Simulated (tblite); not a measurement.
Species: CH6F2SSi2.
Z-matrix (Å and degrees, GFN2-xTB geometry), rows numbered from 1:
```
C 
Si  1  1.8822
F   2  1.6165  1  108.86
S   2  2.1519  1  107.87  3   115.75
Si  4  2.1360  2  102.00  1  -168.94
F   5  1.6087  4  108.00  2   -51.90
H   1  1.0871  2  111.06  3   -62.41
H   1  1.0856  2  110.57  3    57.55
H   1  1.0850  2  111.40  3   177.66
H   2  1.4484  1  117.42  3  -117.51
H   5  1.4434  4  105.44  2  -166.04
H   5  1.4461  4  112.28  2    63.03
```

Method: GFN2-xTB as coded in tblite; computed harmonic values from a numerical Hessian at the method's own geometry, unscaled. Against measured fundamentals such values can be off by several per cent, at times by over 20. Modes of hydrogen on silicon can be 10 to 20 % off. One conformer, not necessarily the lowest.

Harmonic wavenumbers (cm⁻¹): 32.2, 48.2, 86.3, 90.9, 145.3, 186.6, 205.7, 228.3, 462.7, 510.4, 513.1, 566.4, 621.9, 643.8, 709.9, 736.3, 750.6, 810.2, 817.3, 837.0, 848.4, 1371.8, 1462.2, 1467.5, 2379.8, 2406.9, 2435.4, 3032.4, 3047.6, 3057.6.

A = 3264, B = 1089, C = 950.5 MHz; mass 143.970 u (most abundant isotopes); point group C1, symmetry number 1.

Q: Zero-point energy?

A: Half the sum of the wavenumbers: 15256 cm⁻¹ = 43.62 kcal/mol.

Q: Entropy at 500 K, 1 bar (ideal gas, RRHO, classical rotation)?

A: Translation 43.40, rotation 30.49, vibration 48.37: S = 122.3 cal/(mol K).

Q: And Cp and H(500 K) − H(0)?

A: Cp = 44.57 cal/(mol K), of which vibrations give 36.63 (their classical limit is 30 R = 59.6); H(500 K) − H(0) = 15.07 kcal/mol without the zero-point energy, 11.10 from vibrations.

Q: What must be added to the electronic energy to get the Gibbs energy at 500 K and 1 bar?

A: ZPE + [H(500 K) − H(0)] − T·S = 43.62 + 15.07 − 61.13 = -2.44 kcal/mol.

Q: Which modes carry the vibrational entropy at 500 K?

A: 32.2 cm⁻¹: 6.72; 48.2 cm⁻¹: 5.91; 86.3 cm⁻¹: 4.76; 90.9 cm⁻¹: 4.66; 145.3 cm⁻¹: 3.73; 186.6 cm⁻¹: 3.25 cal/(mol K); the other 24 give 19.34 together.

Q: How do the functions run with temperature in this model?

A: 
```tsv
T (K)	S (cal/(mol K))	Cp (cal/(mol K))	H − H(0) (kcal/mol)	G − H(0) (kcal/mol)	ln q(vib)
50	60.7	15.0	0.56	-2.48	0.98
100	72.8	20.0	1.45	-5.84	2.64
298.15	101.6	35.1	6.94	-23.36	8.32
373.15	110.0	39.3	9.73	-31.30	10.20
750	141.7	51.3	27.13	-79.16	18.31
1000	157.1	55.7	40.54	-116.58	22.71
```

q(vib) and H(0) count from the zero-point level.

Hindered rotation and anharmonicity are outside this model. Other conformers, if any are populated, would add a mixing term that is left out. The structure is chiral; the term R ln 2 for an equal mix with its mirror image is left out.
